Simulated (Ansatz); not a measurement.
```yaml
atoms:
  - { symbol: B, position_ang: [0.0000, 0.0000, 0.6983] }
  - { symbol: N, position_ang: [0.0000, 0.0000, -0.6983] }
```

Basis set: cc-pVDZ (spherical functions). Frozen core: 2 orbitals. Correlation on ROHF uses semicanonical orbitals with singles. Charge 0, multiplicity 3.

Computed with Ansatz (development build ahead of 0.2.0); the reference of a correlated method needn't be the lowest determinant of its kind.

The atomization energy at this shape (free ground-state atoms in the same class of orbitals less the molecule, no zero-point energy) of triplet BN:

```json
{"method": "ROHF-CCSD(T)", "atomization energy": "85.21 kcal/mol"}
```

(1) What does ROHF-CCSD give?

Results:

(1) 79.60 kcal/mol. Caution: the reference determinant was not shown to be the lowest.
